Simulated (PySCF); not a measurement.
In(Me)(OH)2 (CH₅InO₂), SMILES [CH3][In]([OH])[OH].

The structure is a stationary point at B3LYP-D3(BJ)/def2-SVP. The def2 effective core potentials stand for the cores of In; spin–orbit coupling is left out. One conformer was computed; it need not be the lowest.

These are TDA-ωB97X/def2-SVPD run with PySCF values and carry that method's errors.

Vertical excitations. Isolated molecule, no solvent.

Computed lowest excited states:
```
state  energy (eV)  λ (nm)      f                                                                    main pairs
-----  -----------  ------  -----  ----------------------------------------------------------------------------
S1            5.95     208  0.000                                                                HOMO→LUMO 79 %
S2            6.42     193  0.073                                            HOMO−3→LUMO 71 %, HOMO→LUMO+2 11 %
S3            6.49     191  0.080                          HOMO→LUMO+1 37 %, HOMO−2→LUMO 29 %, HOMO−1→LUMO 20 %
S4            6.60     188  0.038                                                            HOMO−1→LUMO+1 91 %
S5            6.69     185  0.165      HOMO−1→LUMO 48 %, HOMO−3→LUMO+1 17 %, HOMO−2→LUMO 11 %, HOMO→LUMO+1 10 %
S6            6.99     177  0.000                                                            HOMO−2→LUMO+1 96 %
S7            7.52     165  0.238                         HOMO→LUMO+1 39 %, HOMO−2→LUMO 33 %, HOMO−3→LUMO+1 8 %
S8            7.65     162  0.288                         HOMO−3→LUMO+1 57 %, HOMO−1→LUMO 18 %, HOMO−2→LUMO 9 %
S9            8.12     153  0.009  HOMO−1→LUMO+2 37 %, HOMO−4→LUMO 29 %, HOMO−2→LUMO+2 10 %, HOMO−1→LUMO+4 10 %
S10           8.18     152  0.005                                          HOMO→LUMO+2 45 %, HOMO−3→LUMO+2 34 %
T1            5.43     228      0                                          HOMO−1→LUMO 80 %, HOMO−1→LUMO+3 13 %
T2            5.61     221      0                                                                HOMO→LUMO 73 %
T3            5.99     207      0                                                              HOMO−2→LUMO 70 %
T4            6.01     206      0                                            HOMO−3→LUMO 68 %, HOMO→LUMO+2 13 %
```
Triplets are in the Tamm–Dancoff approximation.
